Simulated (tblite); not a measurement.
Input of a run (GFN2-xTB geometry optimisation, gas phase (tblite 0.8.0)), started from a force field or distance geometry:
```
{"job": {"kind": "relax", "xc": "GFN2-xTB", "basis": "xTB"}, "charge": 0, "multiplicity": 2}
C     -1.444800     1.311600     0.886300
C     -1.131700     0.163500     0.298100
C     -1.425500    -1.101000     0.947400
N     -1.677900    -2.103200     1.466100
C     -0.444800     0.200800    -0.990900
C      0.911300    -0.448100    -0.997900
C      1.866000     0.188500    -0.040500
N      2.561400    -0.627900     0.678700
H     -1.212700     2.238800     0.402500
H     -1.967400     1.281500     1.866400
H     -1.077500    -0.365400    -1.719300
H     -0.346700     1.250900    -1.340300
H      1.330200    -0.279700    -2.000900
H      0.842200    -1.540400    -0.821900
H      3.213500    -0.161900     1.344400
```

Output (eV, eV/Å):
```
step      E/eV     max force
  0    -600.48591    4.216
  1    -600.66297    4.631
  2    -600.77258    1.938
  3    -600.78977    2.510
  4    -600.82626    0.915
  5    -600.84459    0.379
  6    -600.86247    0.291
  7    -600.87206    0.252
  8    -600.87811    0.205
  9    -600.88403    0.192
 10    -600.88899    0.200
 11    -600.89419    0.234
 12    -600.89946    0.186
 13    -600.90403    0.153
 14    -600.90742    0.173
 15    -600.91050    0.166
 16    -600.91370    0.135
 17    -600.91599    0.089
 18    -600.91704    0.078
 19    -600.91758    0.062
 20    -600.91821    0.080
 21    -600.91911    0.087
 22    -600.92009    0.072
 23    -600.92088    0.088
 24    -600.92155    0.080
 25    -600.92237    0.076
 26    -600.92339    0.088
 27    -600.92434    0.105
 28    -600.92499    0.087
 29    -600.92546    0.052
 30    -600.92588    0.049
 31    -600.92625    0.041
 32    -600.92648    0.042
 33    -600.92664    0.034
 34    -600.92680    0.033
 35    -600.92699    0.031
 36    -600.92716    0.030
 37    -600.92731    0.028
 38    -600.92748    0.032
 39    -600.92768    0.034
 40    -600.92788    0.031
 41    -600.92804    0.031
 42    -600.92819    0.036
 43    -600.92841    0.046
 44    -600.92873    0.056
 45    -600.92909    0.056
 46    -600.92944    0.043
 47    -600.92976    0.050
 48    -600.93011    0.045
 49    -600.93044    0.040
 50    -600.93069    0.040
 51    -600.93084    0.039
 52    -600.93099    0.040
 53    -600.93116    0.035
 54    -600.93142    0.026
 55    -600.93151    0.023
 56    -600.93161    0.026
 57    -600.93169    0.021
 58    -600.93176    0.021
 59    -600.93181    0.025
 60    -600.93187    0.029
 61    -600.93196    0.030
 62    -600.93207    0.023
 63    -600.93215    0.023
 64    -600.93223    0.025
 65    -600.93232    0.026
 66    -600.93246    0.033
 67    -600.93267    0.040
 68    -600.93285    0.030
 69    -600.93294    0.021
 70    -600.93299    0.016
 71    -600.93304    0.018
 72    -600.93312    0.020
 73    -600.93321    0.022
 74    -600.93329    0.026
 75    -600.93341    0.029
 76    -600.93360    0.038
 77    -600.93392    0.055
 78    -600.93438    0.064
 79    -600.93493    0.060
 80    -600.93548    0.063
 81    -600.93583    0.078
 82    -600.93612    0.048
 83    -600.93623    0.147
 84    -600.93648    0.032
 85    -600.93659    0.031
 86    -600.93676    0.031
 87    -600.93690    0.029
 88    -600.93702    0.034
 89    -600.93719    0.056
 90    -600.93736    0.057
 91    -600.93749    0.053
 92    -600.93756    0.026
 93    -600.93760    0.028
 94    -600.93764    0.026
 95    -600.93769    0.015
 96    -600.93770    0.020
 97    -600.93771    0.007
```

**Question.** Summarise the run.

**Answer.** The energy falls by 0.452 eV over 97 L-BFGS steps, the largest force on an atom goes from 4.22 to 0.007 eV/Å, and the atoms move by 0.291 Å rms after alignment. The bond that changes most is C7=N8 (ends: carbon bonded to C and N; nitrogen bonded to C and H), which shortens by 0.055 Å. Bonds longer at the end by more than 0.005 Å: 3 of 14; shorter: 10. Among the angles that change most is C6–C7–N8, from 115.6° to 128.8°. Among the dihedrals that turn most is H14–C6–C7–N8, from 9° to 37°. The energy never rose by more than 1e-5 eV on the way. The first step brought 39 % of the lowering.

**Question.** What are the final bond lengths?

**Answer.** C1=C2 1.331 Å, C2–C3 1.417 Å, C3≡N4 1.146 Å, C2–C5 1.503 Å, C5–C6 1.539 Å, C6–C7 1.473 Å, C7=N8 1.236 Å, C1–H9 1.077 Å, C1–H10 1.077 Å, C5–H11 1.093 Å, C5–H12 1.091 Å, C6–H13 1.094 Å, C6–H14 1.097 Å, N8–H15 1.013 Å. Numbering counts from 1 in the input's order; the species is `[H]/N=[C]/CCC(=C)C#N` [radical].

On an Arm Neoverse N1 with one thread, shared host, this took 0.84 s.

Its GFN2-xTB frequencies are all real (lowest 23 cm⁻¹).

One conformer stands for the species.

These are computed values.
